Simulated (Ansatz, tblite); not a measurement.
(Li2S)n: gap (eV) at several levels, gas phase, relaxed structures; Ansatz, xTB through tblite. Clusters are the lowest isomers that short searches found in that spin, judged at the geometry's level. Singlets are spin-restricted. The structures are stationary points that may keep the symmetry of their start.

| species | state | geometry | GFN1-xTB | GFN2-xTB | PBE-D4/def2-SVP | PBE-D4/def2-TZVPD | r2SCAN-D4/def2-TZVP | PBE0-D4/def2-TZVP |
| --- | --- | --- | --- | --- | --- | --- | --- | --- |
| Li2S | singlet | PBE0-D4/def2-TZVP | 3.46 | 2.41 | 1.97 | 2.17 | 2.85 | 3.62 |
| Li4S2 | singlet | PBE0-D4/def2-TZVP | 2.11 | 1.78 | 1.42 | 1.59 | 2.32 | 3.10 |

(1) Estimate the rows for Li8S4 (singlet, PBE0-D4/def2-SVP geometry).

(1) 
| species | state | geometry | GFN1-xTB | GFN2-xTB | PBE-D4/def2-SVP | PBE-D4/def2-TZVPD | r2SCAN-D4/def2-TZVP | PBE0-D4/def2-TZVP |
| --- | --- | --- | --- | --- | --- | --- | --- | --- |
| Li8S4 | singlet | PBE0-D4/def2-SVP | 2.24 | 1.34 | 3.11 | 3.10 | 3.80 | 4.72 |

Over the 3 species that have every level, the mean is 2.60 at GFN1-xTB, 1.85 at GFN2-xTB, 2.17 at PBE-D4/def2-SVP, 2.29 at PBE-D4/def2-TZVPD, 2.99 at r2SCAN-D4/def2-TZVP, 3.81 at PBE0-D4/def2-TZVP. Orbital gaps grow with the share of exact exchange and aren't one observable across functionals.
